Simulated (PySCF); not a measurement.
This PySCF input asks for the NMR shieldings of `N#C[C@@H](C#[N+][AlH2-][F])C(F)F`, C₄H₄AlF₃N₂; the geometry comes from GFN2-xTB.

```python
import basis_set_exchange as bse
import numpy as np
from pyscf import gto, dft
from pyscf.prop import nmr

atoms = """
N    -2.554554   -1.934054   -0.366039
C    -1.995498   -1.015874    0.008106
C    -1.294218    0.170156    0.485000
C    -0.000306   -0.217342    0.975497
N     1.050393   -0.539218    1.299600
Al    2.709574   -0.745286    0.104845
F     2.123199    0.253171   -1.096011
C    -1.109666    1.193771   -0.672031
F    -2.302182    1.433319   -1.244418
F    -0.682437    2.358579   -0.156478
H    -1.889701    0.648854    1.276876
H     3.848103   -0.215555    0.980234
H     2.494853   -2.245891   -0.177888
H    -0.398236    0.854899   -1.439459
"""
names = dict.fromkeys(["N", "C", "Al", "F", "H"], "pcSseg-1")
basis = {el: gto.basis.parse(bse.get_basis(n, elements=[el], fmt="nwchem")) for el, n in names.items()}
mol = gto.M(atom=atoms, basis=basis, charge=0, verbose=0)
mf = dft.RKS(mol, xc="PBE0")
mf.grids.level = 2
mf.grids.alignment = dft.numint.BLKSIZE   # the property module wants whole blocks of grid points
mf.conv_tol = 1e-9
mf.kernel()

calc = nmr.RKS(mf)   # GIAO
C = mf.mo_coeff
Co = C[:, mf.mo_occ > 0]
resp = mf.gen_response(singlet=True, hermi=2)
def vind(x):   # induced exchange potential for any number of trial vectors
    d = np.einsum("pi,xij,qj->xpq", C, 2 * x.reshape(-1, C.shape[1], Co.shape[1]), Co, optimize=True)
    return np.einsum("xpq,pi,qj->xij", resp(d - d.transpose(0, 2, 1)), C, Co, optimize=True).ravel()
mo1, _ = nmr.rhf.solve_mo1(calc, with_cphf=vind)
sigma = calc.kernel(mo1)
for i, s in enumerate(sigma):   # ppm
    w = np.linalg.eigvalsh((s + s.T) / 2)
    print("%2d %-2s iso %8.1f  s11 %8.1f  s22 %8.1f  s33 %8.1f" % (i, mol.atom_pure_symbol(i), w.mean(), *w))
```

Question: What are the results?

Answer: 
```
 0 N  iso    -56.8  s11   -237.5  s22   -231.2  s33    298.5
 1 C  iso     77.1  s11    -32.6  s22    -28.5  s33    292.4
 2 C  iso    158.2  s11    143.9  s22    159.6  s33    171.0
 3 C  iso     54.5  s11    -59.0  s22    -43.3  s33    265.7
 4 N  iso     -2.5  s11   -158.9  s22   -152.5  s33    304.0
 5 Al iso    433.1  s11    362.2  s22    429.2  s33    507.8
 6 F  iso    356.9  s11    267.8  s22    388.2  s33    414.7
 7 C  iso     68.8  s11     51.0  s22     69.4  s33     86.0
 8 F  iso    298.0  s11    199.8  s22    321.3  s33    372.9
 9 F  iso    294.2  s11    209.3  s22    319.4  s33    354.0
10 H  iso     27.7  s11     24.8  s22     26.2  s33     32.1
11 H  iso     27.8  s11     24.8  s22     25.0  s33     33.7
12 H  iso     27.4  s11     24.2  s22     25.6  s33     32.3
13 H  iso     24.7  s11     22.0  s22     23.6  s33     28.4
```

These numbers come from an equivalent density-fitted implementation of the same equations, which agrees with the script to about 0.01 ppm for H and up to a few tenths of a ppm for heavy atoms, so last digits may differ.

Size and cost of the density-fitted run: 197 basis functions, 37 s wall time on 1 thread of an Intel Xeon Platinum 8375C, shared host; peak memory 0.85 GiB.
